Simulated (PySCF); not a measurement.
**Converging CsH in the basis (r²SCAN)**

PySCF, UKS reference; singlet, unpaired electrons none; De to Cs + H without counterpoise correction.

| basis | relativity | functions | Re (Å) | ωe (cm⁻¹) | De (eV) | μ (D) |
| --- | --- | --- | --- | --- | --- | --- |
| def2-SVP | scalar-relativistic core potentials | 29 | 2.595 | 856 | 1.68 | -8.28 |
| def2-TZVP | scalar-relativistic core potentials | 35 | 2.520 | 860 | 1.79 | -8.06 |
| def2-TZVPP | scalar-relativistic core potentials | 50 | 2.508 | 877 | 1.82 | -8.01 |

Q: How does each smaller set differ from the one with most functions, def2-TZVPP?

A: def2-SVP: +8.7 pm, -2.4 % in ωe, -0.14 eV in De; def2-TZVP: +1.2 pm, -1.9 % in ωe, -0.03 eV in De. All at r²SCAN; the set with most functions is neither the basis-set limit nor always the best.

A positive dipole means Cs(−)H(+). Spin–orbit coupling is left out.
